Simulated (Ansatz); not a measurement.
Total energies of C2H3BSeZn (`C=[C]1[Zn][BH][Se]1`).

```xyz
8

C     1.8174    0.0217   -0.5330
C     0.5006   -0.0493   -0.4392
Zn   -1.3313   -0.3160   -1.1972
B    -2.1976   -0.0209    0.6727
Se   -0.4163    0.2189    1.3062
H     2.4804    0.2246    0.3039
H     2.2920   -0.1288   -1.4985
H    -3.1452    0.0499    1.3851
```

The species carries charge 0 and has multiplicity 1. For Zn the d shell is correlated and the shells below it are frozen. Correlated methods include outer-core shells of Se, which these sets cover unevenly. Scalar relativity is left out up to krypton. All single points use the PBE0-D4/def2-TZVP geometry. Basis def2-TZVPP, Ansatz 0.2.0.

RPA on PBE orbitals: Hartree–Fock energy of these orbitals -4279.67396 Eh, correlation -1.73179 Eh (frozen core).

```tsv
functional	energy without D4 (Eh)	D4 term (kJ/mol)
PBE	-4283.01627	-22.9
BLYP	-4283.86218	-50.2
r2SCAN	-4283.69559	-5.1
B97M-V	-4283.00459	–
PBE0	-4283.11724	-19.4
r2SCANh	-4283.67013	-5.5
BHLYP	-4283.65627	-32.4
CAM-B3LYP	-4283.94459	-20.0
ωB97X-V	-4283.35581	–
ωB97M-V	-4283.50268	–
```

Q: Give the same for LDA (SPW92), revPBE, B3LYP, r2SCAN0, HSE06 (plane-wave form), LC-ωPBE, B2PLYP, PBE-QIDH. (Estimate.)

A: Ansatz gave: 
| functional | energy without D4 (Eh) | D4 term (kJ/mol) |
| --- | --- | --- |
| LDA (SPW92) | -4276.47418 | – |
| revPBE | -4283.44162 | -62.9 |
| B3LYP | -4283.87236 | -37.8 |
| r2SCAN0 | -4283.63427 | -6.2 |
| HSE06 (plane-wave form) | -4283.11288 | -18.3 |
| LC-ωPBE | -4283.12393 | – |
| B2PLYP | -4283.02826 | – |
| PBE-QIDH | -4282.53223 | – |

B3LYP takes the VWN-RPA correlation (the form of Gaussian; ORCA's B3LYP/G). HSE06 is the plane-wave form, built on full-range PBE exchange. The double hybrids freeze the cores in their second-order part.

LC-ωPBE has ω = 0.4 bohr⁻¹.
